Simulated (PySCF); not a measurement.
Compound: C₅H₈O₅.
Geometry (PBE0-D3(BJ)/def2-SVP, Å), atoms numbered from 1 in this order:
```
atom  x, y, z in Å
C1     2.7808   -0.8922   -0.6299
C2     1.8760    0.2758   -0.8749
O3     2.2134    1.3576   -1.2646
O4     0.5930   -0.0512   -0.5898
C5    -0.4067    0.9494   -0.7664
O6    -0.7931    1.4264    0.4691
C7    -1.5389    0.4941    1.2064
O8    -2.6294    0.0337    0.4760
C9    -2.1899   -0.5316   -0.7161
O10   -1.4495    0.3916   -1.4714
H11    2.4152   -1.7726   -1.1770
H12    2.7706   -1.1448    0.4409
H13    3.7996   -0.6402   -0.9435
H14    0.0104    1.7838   -1.3407
H15   -1.9163    1.0149    2.0946
H16   -0.8881   -0.3541    1.5048
H17   -1.5703   -1.4297   -0.5141
H18   -3.0692   -0.8016   -1.3131
```

The closed-shell ground state was solved at several levels (PySCF, density fitting, gas phase, non-relativistic).

```
          level  basis functions  HOMO (eV)  LUMO (eV)  gap (eV)  dipole (D)
 B97-2/pcSseg-1              210      -7.95      -0.06      7.89        3.49
B3LYP/def2-SVPD              279      -8.09      -0.44      7.65        3.53
```

(1) What might PBE0/pcSseg-1 (210 basis functions) give for the same quantities?

(2) Over all these levels, which gives the widest orbital gap and which the narrowest?

(3) How far do the dipole and the HOMO energy spread over the levels?

Answers

(1) HOMO -8.23 eV, LUMO 0.02 eV, gap 8.25 eV, dipole 3.50 D.

(2) PBE0/pcSseg-1 (global hybrid, 25 % exact exchange) has the widest, 8.25 eV, and B3LYP/def2-SVPD (global hybrid, 20 % exact exchange) the narrowest, 7.65 eV. Functional and basis both differ between the two, so the spread mixes both effects.

(3) The dipole runs from 3.49 to 3.53 D (mean 3.51 D) and the HOMO from -8.23 to -7.95 eV.

One conformer stands for the species.
